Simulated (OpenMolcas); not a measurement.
Tm3+ among 8 point charges of -1 e arranged as a cube (Oh).

| Property | Result |
| --- | --- |
| Program | OpenMolcas |
| Method | CASSCF |
| Basis | ANO-RCC-VDZP [7s6p4d2f1g] |
| Scalar Hamiltonian | DKH2, point nucleus |
| Active space | 12 electrons in 7 orbitals (4f) |
| State averaging | 2S+1 = 3 even, 21 roots; 2S+1 = 1 even, 27 roots kept (CI in the orbitals of an earlier block) |
| Spin-orbit coupling | RASSI with atomic mean-field integrals over the reference wave functions |

All point charges move together. At R = 2.32 Å the width of the lowest J multiplet is 189 cm-1, and at R = 2.44 Å it is 146 cm-1.

A third run gives 77 cm-1. What distance was it run at?

With a power law R^-n the two known points give n = -ln(146 / 189) / ln(2.44 / 2.32) = 5.12. Then R = 2.32 × (189 / 77)^(1/5.12) = 2.765 Å. The run was at 2.76 Å, so the estimate is off by +0.005 Å.

Point charges carry no covalency, so the field is a model and not that of real ligands. No measured value stands beside these numbers.
